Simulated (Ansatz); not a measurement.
Consider the germylene formation by 1,1-elimination: `C[O][Ge]([CH3])([NH2])[F]` → `COC` + `[NH2][Ge][F]`.

Program: Ansatz. Geometries: PBE0-D4/def2-TZVP. ΔE: electronic, gas phase. CCSD(T)/CBS is the MP2 limit (def2-TZVPP, def2-QZVPP) plus CCSD(T) − MP2 in def2-TZVPP, frozen cores. DFT in def2-TZVPP. B3LYP here is the variant with VWN-RPA as its local correlation; programs differ in this. For Ge outer-core shells are correlated without core-valence functions, which leaves a few kJ/mol of doubt a bond. Scalar relativity is left out up to krypton. One conformer a species, not always the lowest.

```json
{"level": "ωB97X-V", "ΔE (eV)": "1.74"}
{"level": "PBE0", "ΔE (eV)": "1.58"}
{"level": "B3LYP", "ΔE (eV)": "1.26"}
{"level": "SCS-MP2/def2-TZVPP", "ΔE (eV)": "1.87"}
```

What does CCSD(T)/CBS give? (Estimate.)

The calculation gave: +1.75 eV. The listed levels differ from it by -0.01, -0.17, -0.49, 0.12 eV.

Largest T1 diagnostic among the species: 0.014.

The D4 term adds +0.18 eV with B3LYP and +0.10 eV with PBE0; it sums over pairs of atoms, weighted by their polarisabilities, and B3LYP, whose exchange is more repulsive, gets the larger term. In def2-TZVPP, CCSD(T) changes the Hartree–Fock value by +0.24 eV (the triples alone add +0.02 eV) and MP2 by +0.38 eV. From PBE to PBE0 (25 % exact exchange), in def2-TZVPP and without D4, ΔE moves by +0.24 eV.
